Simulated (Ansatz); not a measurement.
ClHg (SMILES [Cl][Hg+]), charge +1, singlet, geometry from GFN2-xTB (such geometries of metal compounds can be far from the true shape) (core potentials on Hg); BLYP/def2-SVPD (Ansatz, a first-principles code).

Here is a job for Ansatz.
Ansatz 0.2 input:
```yaml
crystal:
  periodic: [false, false, false]
  atoms:
    - {symbol: Hg, position_ang: [-0.00000000, -0.00000000, -0.38734488]}
    - {symbol: Cl, position_ang: [0.00000000, 0.00000000, 1.82279944]}
basis:
  gaussian:
    orbitals: def2-SVPD
hamiltonian:
  xc: blyp
total_charge: 1
accuracy: high
```

It wrote (shortened):

```
Functional definition: BLYP
1094 factors; integrals over basis functions are off by at most 3.7e-9 eV
mean field evaluation 1: about -16672.5645 eV, gradient 6.6e1 eV
mean field evaluation 2: about -16497.7776 eV, gradient 1.9e2 eV
mean field evaluation 4: about -16685.4017 eV, gradient 7.5e0 eV
mean field evaluation 8: about -16685.4974 eV, gradient 3.9e-1 eV
mean field evaluation 16: about -16685.4978 eV, gradient 1.6e-5 eV
mean field evaluation 32: about -16678.9104 eV, gradient 6.0e0 eV
mean field -16685.49778730 eV, -613.1807338468 hartree, gradient 6.5e-9 eV, S^2 0.000000; 3 other end points of the search recorded, 0 dependent functions left out
reference -16685.49782519 eV, -613.1807352391 hartree; 18, 18 occupied and 44, 44 virtual orbitals, 1094 factors
Total energy: -16685.49782519 eV, -613.1807352391 hartree
```
